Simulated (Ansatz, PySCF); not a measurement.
Reaction (SMILES): Br[Si]Br + 3 [H][H] (H2) → 2 Br (HBr) + [SiH4] (SiH4)
Each molecule is optimised on its own at B3LYP-D3(BJ)/def2-TZVP (Ansatz, an electronic-structure program). Unstable Hartree-Fock reference: Br[Si]Br.

Property: energy of full hydrogenation (enthalpy at 298 K, with B3LYP-D3(BJ) rigid-rotor harmonic-oscillator terms from PySCF), in kcal/mol. Valence correlation only, unless marked. No spin-orbit coupling. The frozen core is the preceding noble-gas configuration, with the filled d and f shells of earlier blocks. Non-relativistic. Basis-set limits of correlation are two-point, X^-3; Hartree-Fock from the larger set.

| level | program | energy of full hydrogenation (kcal/mol) |
|---|---|---|
| HF/6-31G* | Ansatz | -11.5 |
| HF/def2-TZVPPD | Ansatz | -11.7 |
| HF/def2-QZVPPD | Ansatz | -11.7 |
| TPSS-D4/def2-TZVPD | PySCF + dftd4 | 3.0 |
| B3LYP-D4/def2-TZVPD | Ansatz + dftd4 | 2.8 |
| BHLYP/def2-TZVPD | Ansatz | -6.3 |
| TPSSh/def2-TZVPD | PySCF | -1.2 |
| B2PLYP/def2-TZVPD | Ansatz | 0.8 |
| RI-MP2/def2-TZVPP | Ansatz | -0.2 |
| CCSD/STO-3G | Ansatz | -6.1 |
| CCSD(T)/6-31G* | Ansatz | 11.6 |
| CCSD(T)/def2-SVP | Ansatz | -9.0 |
| CCSD(T)/def2-SVPD | Ansatz | -11.2 |
| CCSD(T)/def2-QZVPP | Ansatz | -1.1 |
| CCSD(T)/CBS(def2-TZVPP,def2-QZVPP) | Ansatz | 0.1 |
